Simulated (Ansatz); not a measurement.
Geometry optimisation, RKS BHLYP/def2-SVPD (Ansatz 0.2.0).

input.yaml

```yaml
crystal:
  periodic: [false, false, false]
  atoms:
    - { symbol: "N", position_ang: [-0.26416, 0.83419, -0.16653] }
    - { symbol: Si, position_ang: [0.30848, -0.69074, 0.26662] }
    - { symbol: O, position_ang: [1.17735, -1.18008, 1.38546] }
    - { symbol: F, position_ang: [-0.31779, -1.62207, -0.86908] }
    - { symbol: H, position_ang: [-0.05121, 1.6672, 0.35143] }
    - { symbol: H, position_ang: [-0.85267, 0.99149, -0.9679] }
basis:
  gaussian: { orbitals: def2-SVPD }
hamiltonian:
  xc: { name: BHLYP }
relax:
  f_tol: 0.02
  max_steps: 50
```

Launched with:

```bash
$ ansatz run input.yaml --threads 2 --pin off --max-ram 3072MiB --backend cpu --events-out ev --progress --plain --runs-dir out
```

**Question.** Where does it end, and by what steps?

**Answer.** The run converged. After 5 steps the energy has fallen by 0.024 eV; O3 moved furthest, 0.06 Å.

| step | energy less start (eV) | largest force component (eV/Å) | accepted |
| --- | --- | --- | --- |
| 0 | 0.0000 | 0.878 | yes |
| 1 | -0.0148 | 0.471 | yes |
| 2 | -0.0221 | 0.171 | yes |
| 3 | -0.0223 | 0.153 | yes |
| 4 | -0.0201 | 0.220 | no |
| 5 | -0.0239 | 0.006 | yes |

```xyz
6
Properties=species:S:1:pos:R:3
N -0.262 0.827 -0.164
Si 0.290 -0.692 0.239
O 1.170 -1.124 1.389
F -0.320 -1.657 -0.881
H -0.030 1.640 0.376
H -0.848 1.004 -0.959
```

Time of the run: 12 s on 2 threads of Arm Neoverse V2 (shared host), peak memory 0.21 GiB.
